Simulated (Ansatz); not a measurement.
`C[CH2][AlH][Br]` and `C[CH2][AlH][TeH]` differ in one atom or group.

Ansatz, PBE0-D4/def2-TZVP geometries, multiplicity 1. Each molecule was computed in one conformer, which needn't be the lowest.

Elements past krypton have def2 core potentials. Scalar relativity is left out up to krypton.

| property | `C[CH2][AlH][Br]` |
| --- | --- |
| size of the dipole moment (PBE/def2-TZVPP) / D | 1.86 |
| HOMO–LUMO gap (B3LYP/def2-TZVPP) / eV | 6.10 |
| HOMO–LUMO gap (PBE0/def2-TZVPP) / eV | 6.51 |
| LUMO energy (PBE/def2-TZVPP) / eV | -2.00 |
| HOMO energy (B3LYP/def2-TZVPP) / eV | -7.55 |
| LUMO energy (B3LYP/def2-TZVPP) / eV | -1.45 |

What does the change do to each property? (Estimate.)

The calculation gave: 
```tsv
property	`C[CH2][AlH][TeH]`	shift
size of the dipole moment (PBE/def2-TZVPP) / D	1.33	-0.53
HOMO–LUMO gap (B3LYP/def2-TZVPP) / eV	5.10	-1.00
HOMO–LUMO gap (PBE0/def2-TZVPP) / eV	5.50	-1.01
LUMO energy (PBE/def2-TZVPP) / eV	-1.91	0.09
HOMO energy (B3LYP/def2-TZVPP) / eV	-6.46	1.09
LUMO energy (B3LYP/def2-TZVPP) / eV	-1.36	0.09
```

With PBE0 the HOMO rises by 1.07 eV and the LUMO rises by 0.06 eV, so the gap narrows by about 1.01 eV. PBE moves the HOMO by 0.81 eV and ωB97M-V by 1.23 eV. Dipoles are sizes alone; their direction can turn.

B3LYP here is the variant with VWN-RPA as its local correlation; programs differ in this.

Spin–orbit coupling is left out; it splits and shifts lone-pair levels of the heavy atoms by tenths of an eV.
